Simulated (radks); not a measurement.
These are the eigenvalues of the occupied orbitals of an atom or ion with whole-number occupations (Ry). Calculated with a radial shooting solver on a logarithmic mesh with Libxc functionals: scalar-relativistic Kohn-Sham, LDA (Slater exchange, Perdew-Wang correlation), spin-unpolarised, spherical densities, finite nucleus; Fermi nuclear charge, rms radius of each element as measured or else 0.836 A^(1/3) + 0.57 fm.

1s: -1861.027
2s: -275.5116
2p: -247.4713
3s: -51.84240
3p: -42.63080
3d: -28.05491
4s: -8.64688
4p: -5.96127
4d: -2.14255

Which element is it, and in what charge state? The configuration may be excited.

Answer. Z = 47, silver, charge +2: Ag2+ in [Kr] 4d9. The list shows which subshells hold electrons but not how many an open one holds; the 1s level, -930.51 hartree, gives Z - s = 43.1 by -(Z - s)^2/2, which with screening and relativity narrows Z to a few neighbours, and the depths of the outer levels then fix element, charge and occupations together.
